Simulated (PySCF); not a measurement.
Ta⁺: ionisation energy

Ta⁺ [Xe] 4f14 5d3 6s1 (5F) → Ta²⁺ [Xe] 4f14 5d3 (4F), as a difference of total energies. All numbers are calculated (PySCF 2.14, scalar relativity by spin-free X2C-1e, in x2c-TZVPPall). Correlated levels: valence: [Xe] 4f14 frozen. The calculations carry no spin-orbit coupling.

```tsv
method	ionisation energy (eV)
UHF	14.242
LDA	15.881
PBE	15.589
PBE0	15.319
r2SCAN	15.628
PW91	15.662
B2PLYP	14.972
revPBE	15.476
MP2 (valence)	14.579
SCS-MP2 (valence)	14.354
```

Problem. How much does correlation contribute at MP2 (valence)?

Solution. 14.579 − (14.242) = 0.337 eV, measured against UHF.

A first-order spin-orbit estimate (lowest level to lowest level, LS coupling) adds -0.049 eV.

Errors of the correlated levels include the incompleteness of this basis and the frozen core.

For comparison: 16.2 ± 0.5 eV (semi-empirical (NIST evaluation); NIST Atomic Spectra Database, ionization energies).
